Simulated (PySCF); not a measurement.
# 19F chemical shifts

[PySCF 2.14.0 with density-fitted response routines: NMR shieldings at PBE0/pcSseg-1/GIAO; structure optimised with GFN2-xTB; a single conformation; non-relativistic Hamiltonian; isolated molecule; equivalent nuclei averaged]

Shieldings were converted by a linear fit to measured shifts: 19F (scatter 6.0 ppm rms, 7.0 ppm with the 5 outliers that the fit left out vs CFCl3, solution or neat liquid, with a term for F on sp3 carbon). Occasional misses reach two or three times the rms, and more in compound classes unlike the fitted ones.

Q: Give the 19F shifts of `C/C(F)=C(\CF)[SiH2]C[SiH3]`, `C=C(F)C[Si@](C)([SiH3])CF`, `F[C@@H]1CC=C[C@@H](F)C1`.

A: 
| compound | environment | δ (ppm) |
| --- | --- | --- |
| [CH3:1]/[C:2]([F:3])=[C:4](\[CH2:5][F:6])[SiH2:7][CH2:8][SiH3:9] | F3: vinylic fluorine | -69.5 |
| [CH3:1]/[C:2]([F:3])=[C:4](\[CH2:5][F:6])[SiH2:7][CH2:8][SiH3:9] | F6: fluorine on an sp3 carbon | -214.8 |
| [CH2:1]=[C:2]([F:3])[CH2:4][Si@:5]([CH3:6])([SiH3:7])[CH2:8][F:9] | F3: vinylic fluorine | -88.0 |
| [CH2:1]=[C:2]([F:3])[CH2:4][Si@:5]([CH3:6])([SiH3:7])[CH2:8][F:9] | F9: fluorine on an sp3 carbon | -263.9 |
| [F:1][C@@H:2]1[CH2:3][CH:4]=[CH:5][C@@H:6]([F:7])[CH2:8]1 | F7: fluorine on an sp3 carbon | -166.7 |
| [F:1][C@@H:2]1[CH2:3][CH:4]=[CH:5][C@@H:6]([F:7])[CH2:8]1 | F1: fluorine on an sp3 carbon | -186.2 |

Q: Match the shifts -105.9, -173.7, -232.3 ppm to `FC/C=C1\C=CCO1`, `F[C@]12CC[C@](F)(C1)C2`, `CCCC1=CC(F)(F)C1`.

A: -105.9: CCCC1=CC(F)(F)C1 (fluorine of a CF2 group); -173.7: F[C@]12CC[C@](F)(C1)C2 (fluorine on an sp3 carbon); -232.3: FC/C=C1\C=CCO1 (fluorine on an sp3 carbon).
